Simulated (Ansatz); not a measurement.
Li₃Br₄. Charge 0, multiplicity 2. Geometry r2SCAN-D4/def2-SVP; atoms count from 1.

```xyz
7

Li    1.941    0.312   -0.389
Li   -1.068   -2.238    1.421
Li   -1.157    0.300    0.006
Br    0.801   -0.728    1.491
Br    2.259    2.661   -0.830
Br    0.119    1.018   -2.016
Br   -2.895   -1.325    0.318
```

In the doublet, Br5 and Br6 lie 2.95 Å apart (atoms count from 1), so these atoms are partly bonded to each other. Another isomer (doublet) lies 0.19 eV lower at PBE0-D4/def2-TZVP; other spin states weren't run for this one.

Question: Estimate the Mulliken populations from the PBE0/def2-TZVP orbitals of Ansatz.

Answer: 
| atom | charge (e) | spin (α − β) |
| --- | --- | --- |
| Li1 | 0.73 | -0.01 |
| Li2 | 0.76 | 0.00 |
| Li3 | 0.72 | 0.00 |
| Br4 | -0.76 | 0.00 |
| Br5 | -0.30 | 0.59 |
| Br6 | -0.43 | 0.42 |
| Br7 | -0.72 | 0.00 |
Mulliken values depend strongly on the basis.

Question: Where does the spin sit?

Answer: Summed by element: Li -0.01, Br 1.01, of 1 unpaired in all. Largest on single atoms: Br5 0.59, Br6 0.42, Li1 -0.01.

Question: And the Mayer bond orders between heavy atoms (over 0.3)?

Answer: Br5–Br6 0.49 (2.95 Å).
